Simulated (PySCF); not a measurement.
TDDFT excited states: [C7H4ClO2]-

C7H4ClO2 (charge -1).
Structure used (PBE0-D3(BJ)/def2-SVP), in Å, numbered top down from 1:
```xyz
14
C7H4ClO2 angstrom
O      3.838    2.295    1.807
C      3.186    1.272    1.572
O      3.562    0.129    1.251
C      1.621    1.404    1.680
C      0.877    0.254    1.379
C     -0.512    0.220    1.417
C     -1.216    1.373    1.770
C     -0.513    2.532    2.080
C      0.887    2.543    2.035
Cl     1.630    4.067    2.453
H      1.491   -0.611    1.111
H     -1.050   -0.701    1.172
H     -2.310    1.375    1.806
H     -1.035    3.450    2.361
```

Method: TDDFT CAM-B3LYP/def2-SVPD, vertical, gas phase, core orbitals frozen in the response (PySCF). The geometry's basis has no diffuse functions, a weakness for an anion.

```tsv
state	E (eV)	λ (nm)	ν̃ (cm⁻¹)	f	main configurations (H = HOMO, L = LUMO)
S1	4.27	290.1	34470	0.0000	H→L (88%)
S2	4.54	273.0	36630	0.0000	H-1→L (90%)
S3	4.93	251.3	39800	0.0000	H→L+1 (79%), H-1→L+1 (20%)
S4	5.15	240.9	41510	0.0000	H-1→L+1 (77%), H→L+1 (20%)
S5	5.20	238.5	41930	0.0013	H-3→L (26%), H-3→L+1 (23%), H-4→L (19%)
S6	5.27	235.4	42480	0.014	H-2→L (81%)
```

The lowest singlet lies at 4.27 eV (290 nm, ultraviolet) and is dark (f under 0.0005); its leading configuration is HOMO→LUMO (88%). The strongest level in the table is S6 at 5.27 eV (235 nm, f = 0.014). It is the last of those listed, so stronger ones may follow. Löwdin shares by element: HOMO oxygen 82%, carbon 7% or more, chlorine 5%; LUMO carbon 62% or more (atoms not listed hold the other 38%). The oscillator strengths of these states sum to 0.015; summed over the whole spectrum of an exact calculation they would give the number of electrons, 80 (Thomas–Reiche–Kuhn). Of the 6 states listed, 1 reaches f = 0.01 and 4 stay under 0.0005. Weighted by f, the mean energy of these states is 5.26 eV. No computed singlet lies in the visible range (380 to 750 nm); the lowest, at 290 nm, stands 1.01 eV above its violet end (3.26 eV). No detachment energy is given for this anion; states above it aren't bound, and a finite basis only mimics them. Only the lowest 6 singlets were computed, as vertical energies without vibronic structure.
